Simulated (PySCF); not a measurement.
## Distorted geometries of [Nd(NH3)]3+

[Nd(NH3)]3+ (singlet in the valence; each metal's 4f electrons, 3 of them, lie in its core potential, out of spins and levels). PySCF 2.14.0, RKS PBE0, Nd lcecp-1-SVP with ECP49, N def2-SVP, H def2-SVP; non-relativistic Hamiltonian with scalar-relativistic core potentials where named; density fitting; no spin-orbit coupling. Relaxed geometry:

```xyz
5

Nd    0.0000    0.0000   -0.1649
N     0.0000    0.0000    2.2248
H     0.9419    0.0000    2.6810
H    -0.4710    0.8157    2.6810
H    -0.4709   -0.8158    2.6810
```

**Question.** Order these distorted geometries by energy above the relaxed one, lowest first.
A.
```xyz
5

Nd    0.0279   -0.0104   -0.0859
N     0.0600   -0.0316    2.2261
H     0.9007   -0.0262    2.6212
H    -0.4543    0.9335    2.6736
H    -0.5342   -0.8654    2.6679
```
B.
```xyz
5

Nd   -0.0223   -0.0374   -0.1562
N     0.0026    0.0202    2.2509
H     0.9361    0.0096    2.6147
H    -0.4551    0.8085    2.6835
H    -0.4614   -0.8009    2.7100
```
C.
```xyz
5

Nd    0.1109    0.0876   -0.0492
N     0.0216   -0.2187    2.1536
H     0.9212    0.0944    2.5741
H    -0.4503    1.1266    2.7028
H    -0.6035   -1.0899    2.7216
```

**Answer.** B (0.08 eV), A (0.73 eV), C (2.59 eV).

**Question.** Which forces (eV/Å) act in the one that lies 2.59 eV up?

**Answer.** 
```
Nd  -0.06 -0.16 -1.27
N   -3.14  2.61  2.73
H    0.40 -1.36  0.83
H    0.53 -3.98 -1.18
H    2.27  2.88 -1.11
```
Forces carry noise of the integration grid, about 0.01 to 0.03 eV/Å.

An lcecp potential fixes the number of 4f electrons, so in runs with it no electron can move into or out of that shell.
